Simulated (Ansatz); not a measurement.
The cluster B2As⁺. Total charge 1; singlet. Geometry PBE-D4/def2-TZVP, that of the neutral doublet.

```xyz
3

B    -0.843    0.374    0.551
B     0.591    0.652    0.067
As    0.252   -1.025   -0.618
```

The restricted singlet is unstable towards broken spin symmetry in Hartree–Fock (as tested in another run); at PBE-D4/def2-TZVP, r2SCAN-D4/def2-TZVP, PBE0-D4/def2-TZVP this wasn't settled. The structure comes from a short search, and lower isomers may exist.

Estimate the orbital energies around the gap (eV) in Ansatz with PBE-D4/def2-TZVP, r2SCAN-D4/def2-TZVP, PBE0-D4/def2-TZVP.


```
orbital  PBE-D4/def2-TZVP  r2SCAN-D4/def2-TZVP  PBE0-D4/def2-TZVP
 HOMO−5            -48.61               -49.45             -52.83
 HOMO−4            -23.76               -24.51             -25.79
 HOMO−3            -18.04               -18.50             -19.47
 HOMO−2            -15.23               -15.52             -16.18
 HOMO−1            -13.61               -13.84             -14.51
   HOMO            -13.26               -13.46             -14.26
   LUMO            -12.07               -11.95             -11.13
 LUMO+1            -10.52               -10.40              -9.57
 LUMO+2             -9.66                -9.53              -8.75
 LUMO+3             -7.20                -6.81              -6.16
 LUMO+4             -6.43                -6.00              -5.36
 LUMO+5             -3.99                -3.30              -3.02
```
